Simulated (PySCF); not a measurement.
Spinor energies of Tl+ (thallium, charge +1)

Start: [Xe] 4f14 5d10 6s2. Calculated with PySCF 2.14 in x2c-TZVPPall-2c with one added diffuse shell each of s, p, d, f type (12s12p10d4f, 126 functions): generalised Hartree-Fock with the X2C-1e Hamiltonian and a Gaussian nucleus; spin-orbit coupling (SO) screened by Boettger's factors.

```
spinor shell  electrons  ε, screened SO (eV)  weight of nominal j (screened SO)  rms radius, screened SO (bohr)
       1s1/2          2             -85987.7                              1.000                          0.0184
       2s1/2          2             -15468.4                              1.000                          0.0743
       2p1/2          2             -14824.3                              1.000                          0.0628
       2p3/2          4             -12753.5                              1.000                          0.0710
       3s1/2          2              -3768.5                              1.000                           0.189
       3p1/2          2              -3478.9                              1.000                           0.181
       3p3/2          4              -3012.0                              1.000                           0.197
       3d3/2          4              -2539.9                              1.000                           0.173
       4s1/2          2              -885.09                              1.000                           0.416
       4p1/2          2              -759.25                              1.000                           0.420
       4p3/2          4              -644.15                              1.000                           0.454
       4d3/2          4              -438.65                              1.000                           0.465
       4d5/2          6              -416.56                              1.000                           0.476
       5s1/2          2              -160.06                              1.000                           0.942
       4f5/2          6              -148.53                              1.000                           0.509
       4f7/2          8              -143.97                              1.000                           0.511
       5p1/2          2              -115.69                              1.000                            1.02
       5p3/2          4              -94.784                              1.000                            1.11
       5d3/2          4              -31.725                              1.000                            1.44
       5d5/2          6              -29.223                              1.000                            1.50
       6s1/2          2              -18.783                              1.000                            2.64
```

(1) Where does 3d5/2 lie, and what is the 3d spin-orbit splitting (screened SO)?

```json
{"quantity": "E (hartree)", "screened SO": "-20264.93272"}
{"quantity": "M_J", "screened SO": "0"}
{"quantity": "⟨J²⟩", "screened SO": "0.000"}
{"quantity": "⟨L²⟩", "screened SO": "0.193"}
{"quantity": "⟨S²⟩", "screened SO": "0.193"}
```

Breit and QED terms are absent; they matter most for the inner s and p1/2 levels.

Densities and radii are taken from the X2C orbitals without a picture-change correction, which distorts them close to the nucleus.

Results:

(1) At -2440.7 eV, 99.264 eV above 3d3/2.
